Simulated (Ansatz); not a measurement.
Total energies of the cluster Te₃⁻ (the lowest doublet isomer of a short search) from Ansatz at PBE0-D4/def2-TZVPD, gas phase (1 Eh = 27.2114 eV = 2625.5 kJ/mol). The reference geometry is relaxed at PBE0-D4/def2-SVPD.

```xyz
3

Te   -0.742    1.073    1.885
Te   -0.130   -0.741   -2.165
Te    0.872   -0.332    0.280
```

```json
{"state": "charge -1 doublet", "geometry": "reference", "energy (Eh)": "-804.26588"}
{"state": "charge 0 singlet", "geometry": "reference", "energy (Eh)": "-804.15609"}
{"state": "charge -1 quartet", "geometry": "relaxed at PBE0-D4/def2-SVPD", "energy (Eh)": "-804.22281"}
```

In the def2 sets Te takes a core potential; there is no spin–orbit coupling.

Work out the vertical ionisation energy to the singlet.

E(charge 0 singlet) − E(charge -1 doublet) = -804.15609 − (-804.26588) = 0.10979 Eh = 2.99 eV. For comparison, −ε of the highest occupied level of the spin that leaves is 1.39 eV at this level, 1.60 eV less.

Which of the charge -1 states is lowest, and how far above it are the others?

The doublet. quartet: -804.22281 − (-804.26588) = 0.04307 Eh = 113.1 kJ/mol.

A triplet lies near this restricted singlet, and broken spin symmetry wasn't tried. 

The structure comes from a short search, and lower isomers may exist.
